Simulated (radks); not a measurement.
Charge is removed step by step from the 5p down level of neutral dysprosium, starting from [Kr] 4d10 4f10 5s2 5p(up 3, down 3) 6s2. Method: scalar-relativistic Kohn-Sham, PBEsol, spin-polarised, spherical densities, finite nucleus; open shells are filled with parallel spins first (spin-orbit coupling, left out, can overturn this in heavy ions); Fermi nuclear charge, rms radius 5.2218 fm; computed with a radial shooting solver on a logarithmic mesh with Libxc functionals.

| removed (e) | E - E(0) (eV) | eigenvalue (eV) | E minus straight line (eV) |
|---|---|---|---|
| 0 | 0.000 | -24.712 | 0.000 |
| 0.25 | 6.471 | -27.142 | -0.963 |
| 0.5 | 13.566 | -29.699 | -1.301 |
| 0.75 | 21.313 | -32.355 | -0.988 |
| 1 | 29.734 | -35.093 | 0.000 |

Removing the whole electron costs 29.734 eV by Delta-SCF, against 24.712 eV from minus the eigenvalue at the starting occupation. Slater's transition state (half an electron removed) gives 29.699 eV. Integrating minus the eigenvalue over the occupation (Janak's theorem) gives 29.766 eV. In this scalar-relativistic scheme the density is built from large components alone, so the theorem holds only approximately. The mean slope of the eigenvalue, de/dn, is 10.4 eV per electron.
